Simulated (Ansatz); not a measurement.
Reactions of `C=CCO`.

Computed with Ansatz on PBE0-D4/def2-TZVP structures; ΔE is electronic, products minus reactants. CBS: MP2 limit from def2 TZ/QZ plus the TZ coupled-cluster correction, frozen cores. This one scheme is used for every species, atoms too. Functionals use def2-TZVPP. B3LYP here is the variant with VWN-RPA as its local correlation; programs differ in this. Open shells (•) are unrestricted, without spin–orbit coupling. Spin–orbit coupling would lower the free atoms: a little for F. Elements past krypton have def2 core potentials. For I, Sn outer-core shells are correlated without core-valence functions, so the limit isn't a true one: a few kJ/mol of doubt a bond, and 10 to 20 or more in all where bonds break to atoms. One conformer a species, not always the lowest.

```tsv
reaction	PBE0-D4 (kJ/mol)	B3LYP-D4 (kJ/mol)
`C=CCO` + `[SH][SnH3]` → `O[CH2][SnH2][SH]` + `C=C`	5	1
`C=CCO` + F• → `C=CC[O]`• + H–F	-120	-125
`C=CCO` + `[SiH3]`• → `C=CC[O]`• + SiH₄	65	55
`C=CCO` + `[CH3]`• → `C=CC[O]`• + CH₄	-9	-12
`C=CCO` + `C1N[SiH2]O1` → `OCN1CO[SiH2]1` + `C=C`	9	5
`C=CCO` + HI → `C=CCI` + H₂O	-44	-45
```

Task: Give the CCSD(T)/CBS values in the same order. (Estimate.)

Result: Ansatz gave: -2, -115, 74, 9, 10, -55 kJ/mol.

Largest T1 diagnostic: 0.020, for `C=CC[O]`•.
